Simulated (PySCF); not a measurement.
Ligand exchange on a metal centre used in film growth or etching (Y Cl-OH). All species are isolated molecules in the gas phase. One relaxed conformer stands for each flexible species; it need not be the lowest.

The numbers are results of TPSSh-D3(BJ)/def2-TZVP // r2SCAN-D4/def2-SVP (PySCF), not measurements. 

| species | mean distance from the central atom to its bonded neighbours (Å) | charge on the central atom (Mulliken) (e) |
|---|---|---|
| 0 of 3 Cl replaced by OH ([Y(Cl)3]) | 2.443 | (withheld) |
| 1 of 3 Cl replaced by OH ([Y(Cl)2(OH)]) | 2.310 | 1.39 |
| 2 of 3 Cl replaced by OH ([Y(Cl)(OH)2]) | 2.173 | 1.46 |

**Question.** Fill in the missing entries.

**Answer.** 
- 0 of 3 Cl replaced by OH ([Y(Cl)3]), charge on the central atom (Mulliken) (e): 1.30
